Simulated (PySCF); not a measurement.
Input for PySCF: R-B3LYP/6-31G* on iminoborane (SMILES B=N), a point of a bond scan (R = 1.339 Å).

```python
from pyscf import gto, scf, dft, mp
from pyscf.data.elements import chemcore

mol = gto.M(
    atom='''
    B    -0.00000000   -0.00000000   -0.69205561
    N     0.00000000    0.00000000    0.54091709
    H    -0.00000000   -0.00000000   -1.85891024
    H     0.00000000    0.00000000    1.87991666
    ''',
    basis='6-31g*',
    cart=True,
    charge=0, spin=0, verbose=3, max_memory=1800)
mf = dft.RKS(mol, xc='b3lyp')
mf.conv_tol = 1e-8
mf.max_cycle = 100
mf.kernel()
if not mf.converged:
    mf = mf.newton().run(mf.mo_coeff, mf.mo_occ)
```

The log:

```
converged SCF energy = -80.7424772179719
```

The run converged.

Cost: around 0.7 core-seconds (rough).
